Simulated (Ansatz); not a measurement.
Born–Oppenheimer molecular dynamics of C3H11BO (16 atoms, charge 0, multiplicity 1). It starts at the highest image of a converged band. Of that band: Neighbouring images differ by up to 1.6 eV, so the band resolves the path poorly. A vibrational analysis at the climbing image gives one clearly imaginary mode, 1377i cm⁻¹: a first-order saddle point.

Computed with Ansatz, RKS PBE0-D4/6-31G*.

| Property | Result |
| --- | --- |
| ensemble | NVE (velocity Verlet) |
| time step | 0.5 fs |
| steps asked | 200 |
| starting velocities drawn for | 300 K |
| seed | 11853 |

First frame:

```xyz
16
Properties=species:S:1:pos:R:3
B 0.045 -0.346 0.081
C -0.218 -0.121 1.843
H -1.194 -0.400 2.257
H 0.567 -0.294 2.590
H -0.230 0.962 1.686
H 1.099 0.176 -0.164
C -1.242 0.117 -0.725
H -2.188 -0.314 -0.370
H -1.347 1.207 -0.680
H -1.142 -0.139 -1.788
O 0.315 -1.912 0.122
C -0.767 -2.778 -0.170
H -0.435 -3.804 0.009
H -1.643 -2.573 0.461
H -1.062 -2.671 -1.218
H 0.119 -1.286 1.169
```

Q: How far do the bonds stretch over the last three quarters of this one trajectory? (Pairs bonded in most of those frames.)

A: 
```
   bond  mean (Å)  spread (Å)  shortest  longest
  B1–H6     1.208       0.011      1.19     1.23
  B1–C7     1.589       0.049      1.50     1.68
 B1–O11     1.354       0.023      1.30     1.39
  C2–H3     1.095       0.016      1.06     1.13
  C2–H4     1.100       0.039      1.03     1.18
  C2–H5     1.096       0.021      1.06     1.13
 C2–H16     1.106       0.072      0.98     1.21
  C7–H8     1.098       0.016      1.07     1.13
  C7–H9     1.100       0.014      1.08     1.13
 C7–H10     1.104       0.027      1.06     1.15
O11–C12     1.419       0.027      1.37     1.46
C12–H13     1.097       0.034      1.04     1.15
C12–H14     1.095       0.014      1.08     1.12
C12–H15     1.101       0.035      1.04     1.16
```

Mean temperature of the second half: 1239 K. The conserved energy stayed within 0.34 meV per atom of its start (net change 0.093 meV per atom), so the integration is sound. The kinetic energy rose, since the run started high on the potential surface and went downhill. It ends in pieces (C2H7BO + CH4), so much of that is their flight and rotation, not heat. A run of 0.1 ps of so small a system gives no equilibrium averages. The orbitals stay closed-shell, which can raise the energy where a bond breaks towards radicals; this wasn't checked here.

Time of the run: 6.5 min on 2 threads of Intel(R) Xeon(R) 6975P-C (Granite Rapids) (shared host), peak memory 0.24 GiB.
